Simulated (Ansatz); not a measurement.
Z-matrix (Å, degrees):
```
C
In 1 2.171
H 1 1.093 2 110.0
H 1 1.093 2 111.3 3 118.9
H 1 1.092 2 111.6 3 -119.7
C 2 2.171 1 119.6 3 91.7
N 2 2.475 1 97.0 3 -166.0
H 2 1.747 1 118.8 3 -68.9
H 6 1.093 2 111.3 1 149.3
H 6 1.092 2 111.6 1 27.9
H 6 1.093 2 110.0 1 -91.8
Si 7 1.764 2 114.6 1 -61.1
H 7 1.014 2 102.4 1 63.3
H 7 1.014 2 102.5 1 174.4
H 12 1.487 7 112.1 2 179.7
H 12 1.480 7 106.9 2 59.6
H 12 1.480 7 106.9 2 -60.2
```

Total charge 0; spin multiplicity 1. In takes the def2 core potential.

(1) List the r2SCAN/def2-TZVPP orbital energies in eV (the Gaussian-basis code of Ansatz). (Estimate.)

Answers

(1) Ansatz gave: Occupied: -1791.81, -386.29, -271.96, -271.96, -142.25, -124.05, -97.13, -97.09, -97.09, -80.76, -80.49, -80.46, -23.58, -18.26, -18.18, -17.98, -17.89, -17.89, -16.68, -16.44, -14.52, -13.58, -11.11, -10.25, -9.47, -9.40, -9.35, -9.24, -9.03, -9.03, -7.57, -6.01, -5.74. Lowest empty: -0.92, 0.20, 0.55, 0.68, 0.86, 1.14, 1.38, 1.38.
